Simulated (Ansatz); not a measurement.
`[CH3][In-]([CH3])([OH2+])[F]`, charge 0, multiplicity 1.

(1) Give a relaxed structure at PBE0-D4/def2-TZVP (Ansatz 0.2.0). (An estimate is asked.)

## Answers

(1) The calculation gave: 
```xyz
13

C    -0.532   -2.164    0.374
In    0.149   -0.241   -0.240
C     1.831    1.075   -0.229
O    -1.569    1.197    0.611
F    -1.103    0.393   -1.733
H    -1.377   -2.031    1.050
H    -0.871   -2.714   -0.505
H     0.246   -2.736    0.880
H     1.613    1.925   -0.876
H     2.035    1.432    0.782
H     2.723    0.570   -0.600
H    -1.345    2.105    0.835
H    -1.799    1.187   -0.348
```
This is one stationary point; other conformers may exist.
